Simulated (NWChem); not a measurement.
MgSiH3Br; SMILES [Mg]([Br])[SiH3]

```xyz
6

Mg     0.0845    -0.4137     0.0001
Br     0.5193     1.9185     0.0008
Si    -0.3809    -2.9391    -0.0007
H     -1.0258    -3.3991    -1.2865
H     -1.3077    -3.3485     1.1193
H      0.8839    -3.7480     0.1646
```
Atoms are numbered in this order, from 1.

Coordinates come from a PBE-D3(BJ)/def2-SVP optimisation.

Problem. List the 6 lowest vertical singlet excitations from PBE/aug-cc-pVDZ, full TDDFT (NWChem).

Solution. 
| state | energy (eV) | oscillator strength | leading excitation (squared amplitude) |
|---|---|---|---|
| S1 | 4.84 | 0.014 | HOMO−2 → LUMO (0.96) |
| S2 | 4.84 | 0.014 | HOMO−1 → LUMO (0.96) |
| S3 | 5.05 | 0.307 | HOMO → LUMO (0.76) |
| S4 | 5.11 | 0.000 | HOMO−1 → LUMO+1 (0.74) |
| S5 | 5.12 | 0.005 | HOMO−2 → LUMO+1 (0.47) |
| S6 | 5.12 | 0.003 | HOMO−2 → LUMO+2 (0.72) |
